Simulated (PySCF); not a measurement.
Identify the unknown among the candidates.

All candidates are C5H12Si.

| technique | computed result |
| --- | --- |
| Dipole | 0.14 D [CAM-B3LYP/def2-SVPD] |
| Polarisability | 89.7 au [CAM-B3LYP/def2-SVPD] |
| Valence photoelectron | vertical ionisation energy: 8.66 eV [ΔSCF CAM-B3LYP/def2-SVPD] |
| Rotational structure | rotational constants A, B, C: 8.395, 1.189, 1.128 GHz [PBE0-D3(BJ)/def2-SVP] |
| Triplet | lowest triplet excitation (Tamm–Dancoff): 4.92 eV [TDA CAM-B3LYP/def2-SVPD] |
| 13C NMR | chemical shifts (computed TMS as zero) by class: 40.0 (1 C), 29.3 (1 C), 17.5 (1 C), 10.8 (1 C), 0.5 (1 C) ppm [GIAO KT3/pcSseg-1] |

Gas-phase values; electronic properties from PySCF, density fitting. Levels stand in brackets. Isolated species at its PBE0-D3(BJ)/def2-SVP geometry (one conformer only). Each NMR value is the plain mean over a class of atoms that symmetry, rotation or inversion makes alike.

**Question.** Which candidate is it?
A. `CCC[C@@H]1C[SiH2]1`
B. `[SiH3]C1CCCC1`
C. `C=CC[SiH2]CC`
D. `CC(C)[C@H]1C[SiH2]1`
E. `C=C[Si](C)(C)C`

**Answer.** A. It is `CCC[C@@H]1C[SiH2]1`. Numbering: `[CH3:1][CH2:2][CH2:3][C@@H:4]1[CH2:5][SiH2:6]1`. Its formula, C5H12Si, gives 1 degree of unsaturation: 1 ring and 0 π bonds in the structure found. 5 carbons fall into 5 classes; from least to most shielded: chain CH2 carbon [C3] (40.0 ppm), chain CH2 carbon [C2] (29.3 ppm), methyl carbon [C1] (17.5 ppm), ring sp3 carbon bound to silicon [C4] (10.8 ppm), ring sp3 carbon bound to silicon [C5] (0.5 ppm). The first electron is taken from the HOMO, whose largest Löwdin shares are 0.29 on the SiH2 silicon, 0.26 on an sp3 carbon bound to silicon, 0.21 on an sp3 carbon bound to silicon and 0.05 on a chain CH2 carbon. The optimised geometry has point group C1 and is an asymmetric top.

The others, at the same levels:
- `[SiH3]C1CCCC1` fails: it has 3 carbon classes against 5; its computed 13C shifts are 35.0 (2 C), 28.8 (2 C), 24.8 (1 C) ppm, vertical ionisation energy is 10.32 eV (against 8.66 eV) and lowest triplet excitation (Tamm–Dancoff) is 7.57 eV (against 4.92 eV).
- `C=CC[SiH2]CC` fails: its computed 13C shifts are 131.5 (1 C), 109.7 (1 C), 19.8 (1 C), 11.6 (1 C), 4.3 (1 C) ppm, vertical ionisation energy is 9.15 eV (against 8.66 eV) and lowest triplet excitation (Tamm–Dancoff) is 4.20 eV (against 4.92 eV).
- `C=C[Si](C)(C)C` fails: its computed vertical ionisation energy is 9.69 eV (against 8.66 eV), lowest triplet excitation (Tamm–Dancoff) is 4.23 eV (against 4.92 eV) and static isotropic polarisability is 87.9 au (against 89.7 au).
- `CC(C)[C@H]1C[SiH2]1` fails: its computed 13C shifts are 37.7 (1 C), 26.2 (1 C), 24.3 (1 C), 19.0 (1 C), 0.1 (1 C) ppm, rotational constant A is 4.831 GHz (against 8.395 GHz) and smallest rotational constant is 1.452 GHz (against 1.128 GHz).

Each candidate is one conformer, not necessarily the lowest. The conformers computed, where there is a choice (atom-mapped SMILES and torsion angles):
- `[CH3:1][CH2:2][CH2:3][C@@H:4]1[CH2:5][SiH2:6]1`: C1–C2–C3–C4 179°, C2–C3–C4–C5 -74°
- `[CH2:1]=[CH:2][CH2:3][SiH2:4][CH2:5][CH3:6]`: C1–C2–C3–Si4 105°, C2–C3–Si4–C5 -59°, C3–Si4–C5–C6 -59°
- `[CH2:1]=[CH:2][Si:3]([CH3:4])([CH3:5])[CH3:6]`: C1–C2–Si3–C4 -121°
- `[CH3:1][CH:2]([CH3:3])[C@H:4]1[CH2:5][SiH2:6]1`: C1–C2–C4–C5 73°

The conformers of `[SiH3]C1CCCC1` aren't listed.
